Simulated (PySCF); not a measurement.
Dipole moment and polarisability of (Cl2In-mu-OH)2

Compound: (Cl2In-mu-OH)2.
Structure used (PBE0-D3(BJ)/def2-SVP), in Å, numbered top down from 1:
```
atom  x, y, z in Å
In1   -1.6195   -0.0485   -0.2394
Cl2   -2.3372   -2.1539   -0.9216
Cl3   -2.9221    1.8364    0.1033
O4     0.1753    0.4803   -1.2606
In5    1.6007    0.2998    0.3156
Cl6    2.3568    2.3813    0.9937
Cl7    2.8733   -1.6162   -0.0397
O8    -0.1906   -0.2562    1.3333
H9     0.3723    0.0805   -2.1163
H10   -0.1843   -1.0802    1.8362
```

Level: PBE0/def2-SVPD (PySCF), static field, nuclei fixed, core orbitals frozen in the response. The polarisability tensor in these axes (au):

```
x   138.85  -2.31   5.13
y    -2.31 145.84  12.97
z     5.13  12.97 101.92
```

**Question.** Give the principal values, the mean and the anisotropy Δα = √{½[(α1 − α2)² + (α2 − α3)² + (α1 − α3)²]}.

**Answer.** Principal values 97.63, 139.52 and 149.46 au; mean 128.87 au = 19.10 Å³ = 21.25 × 10⁻⁴⁰ C²·m²/J; Δα = 47.64 au (37 % of the mean).

**Question.** What is the dipole moment, and where does it point?

**Answer.** (0.23, -1.33, -0.41) D, 1.41 D in size, pointing from the negative to the positive side. Measured along this direction, the outermost atoms are Cl3 and Cl6 at the negative end and Cl7 and Cl2 at the positive end.

**Question.** Refractivity n − 1 of an ideal gas of it at 500 K and 1 atm, from the electronic α?

**Answer.** N = p/kT = 1.4678 × 10¹⁹ cm⁻³, so n − 1 = 2π × N × 19.10 × 10⁻²⁴ cm³ = 1761 × 10⁻⁶ at long wavelengths, for an ideal gas.

**Question.** In a dilute gas of rigid molecules at 500 K, how does the orientational term μ²/3kT compare with the electronic polarisability?

**Answer.** In Gaussian units μ²/3kT = 9.63 Å³ against 19.10 Å³, a ratio of 0.50; the Debye molar polarisation (4π/3)N_A(α + μ²/3kT) is 72.5 cm³/mol, leaving out the vibrational part.

**Question.** Rayleigh depolarisation ratio (linearly polarised light, static tensor)?

**Answer.** ρ = 3Δα²/(45ᾱ² + 4Δα²) = 6809.9/(747364 + 9079.8) = 0.009.

**Question.** Along which axes do the principal values lie, and how far do the nuclei extend along each?

**Answer.** Largest value along (-0.09, 0.96, 0.25), where the nuclei span 4.45 Å; middle along (0.99, 0.05, 0.15), 5.53 Å; least along (-0.13, -0.26, 0.96), 4.16 Å. The strongest response doesn't lie along the longest of the three spans.

The structure is a single PBE0-D3(BJ)/def2-SVP conformer in the gas phase; no vibrational or solvent corrections. Atoms past krypton carry effective core potentials; spin–orbit coupling is left out.
